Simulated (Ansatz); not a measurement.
Input file for Ansatz (an electronic-structure program): R-SVWN5/def2-TZVPP on CH4SSn (SMILES [CH3][Sn][SH]), a point of a torsion scan. Elements past Kr take the def2 small-core potentials; no spin–orbit coupling.

Ansatz 0.2 input:
```yaml
crystal:
  periodic: [false, false, false]
  atoms:
    - {symbol: C, position_ang: [-0.99934736, -0.16048690, 0.03583093]}
    - {symbol: Sn, position_ang: [0.29215863, 1.69422650, -0.15694323]}
    - {symbol: S, position_ang: [2.41312333, 0.50331928, 0.08227595]}
    - {symbol: H, position_ang: [-0.74748904, -0.90071573, -0.72683340]}
    - {symbol: H, position_ang: [-2.06241334, 0.06097183, -0.06510499]}
    - {symbol: H, position_ang: [-0.85821733, -0.63809022, 1.00811143]}
    - {symbol: H, position_ang: [1.94331362, -0.72275871, 0.22471242]}
basis:
  gaussian:
    orbitals: def2-TZVPP
hamiltonian:
  xc: {name: SVWN5}
scf: {lower_state_search: off}
```

Q: Predict the final total energy.

A: -650.9765 hartree.
